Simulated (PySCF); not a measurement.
## Magnetic susceptibility: `NC[C@@H](C)[As](C)C`, C$_{5}$H$_{14}$AsN

Geometry:
```json
{"atom": "C1", "x (Å)": "1.270", "y (Å)": "-1.416", "z (Å)": "0.693"}
{"atom": "C2", "x (Å)": "0.540", "y (Å)": "-0.458", "z (Å)": "-0.244"}
{"atom": "C3", "x (Å)": "1.527", "y (Å)": "0.465", "z (Å)": "-0.975"}
{"atom": "N4", "x (Å)": "2.234", "y (Å)": "1.421", "z (Å)": "-0.144"}
{"atom": "As5", "x (Å)": "-0.825", "y (Å)": "0.604", "z (Å)": "0.779"}
{"atom": "C6", "x (Å)": "-2.091", "y (Å)": "-0.878", "z (Å)": "1.066"}
{"atom": "C7", "x (Å)": "-1.760", "y (Å)": "1.366", "z (Å)": "-0.783"}
{"atom": "H8", "x (Å)": "2.053", "y (Å)": "-1.961", "z (Å)": "0.163"}
{"atom": "H9", "x (Å)": "0.574", "y (Å)": "-2.141", "z (Å)": "1.114"}
{"atom": "H10", "x (Å)": "1.728", "y (Å)": "-0.873", "z (Å)": "1.521"}
{"atom": "H11", "x (Å)": "0.011", "y (Å)": "-1.046", "z (Å)": "-1.005"}
{"atom": "H12", "x (Å)": "0.989", "y (Å)": "1.035", "z (Å)": "-1.740"}
{"atom": "H13", "x (Å)": "2.284", "y (Å)": "-0.142", "z (Å)": "-1.485"}
{"atom": "H14", "x (Å)": "2.760", "y (Å)": "0.935", "z (Å)": "0.575"}
{"atom": "H15", "x (Å)": "1.566", "y (Å)": "2.032", "z (Å)": "0.322"}
{"atom": "H16", "x (Å)": "-3.056", "y (Å)": "-0.476", "z (Å)": "1.373"}
{"atom": "H17", "x (Å)": "-1.742", "y (Å)": "-1.543", "z (Å)": "1.854"}
{"atom": "H18", "x (Å)": "-2.229", "y (Å)": "-1.455", "z (Å)": "0.152"}
{"atom": "H19", "x (Å)": "-1.202", "y (Å)": "2.199", "z (Å)": "-1.208"}
{"atom": "H20", "x (Å)": "-2.735", "y (Å)": "1.740", "z (Å)": "-0.473"}
{"atom": "H21", "x (Å)": "-1.906", "y (Å)": "0.610", "z (Å)": "-1.554"}
```

The calculation used GIAO PBE0/pcSseg-1 magnetisability, rotational g tensor and spin-rotation constants, non-relativistic, gas phase (PySCF 2.14.0). Geometry: GFN2-xTB.

The calculation is non-relativistic, which matters for the atoms heavier than Zn.

Q: How diamagnetic is it, and how anisotropic?

A: Isotropic -1726 × 10⁻³⁰ J/T², or -103.9 × 10⁻⁶ cm³/mol; principal values -1755, -1720, -1701 × 10⁻³⁰ J/T², anisotropy 48 × 10⁻³⁰ J/T² (root of half the summed squared differences of the principal values). The susceptibility is in cgs units.

Q: Split it along the inertial axes a, b, c into diamagnetic and paramagnetic parts about the centre of mass, with the quadrupole moment.

A: 
| axis | χ (10⁻⁶ cm³/mol) | diamagnetic (10⁻⁶ cm³/mol) | paramagnetic (10⁻⁶ cm³/mol) | summed x² of all electrons (Å²) | quadrupole Θ (D Å) |
| --- | --- | --- | --- | --- | --- |
| a | -103.4 | -639.7 | 536.3 | 198.6 | -3.25 |
| b | -103.7 | -1040.3 | 936.6 | 104.2 | +1.73 |
| c | -104.6 | -1284.7 | 1180.1 | 46.6 | +1.52 |

Anisotropies 2χaa − χbb − χcc = +1.5 and 2χbb − χaa − χcc = +0.6 × 10⁻⁶ cm³/mol. Θ is traceless in Buckingham's convention.

Q: And the rotational g tensor?

A: 
```tsv
axis	rotational constant (GHz)	g	nuclear part	electronic part
a	2.5259	-0.0018	0.6345	-0.6364
b	1.3429	-0.0026	0.5883	-0.5909
c	1.0772	-0.0016	0.5956	-0.5972
```
Asymmetric top; isotopes 75As, 12C, 1H, 14N; no vibrational averaging.
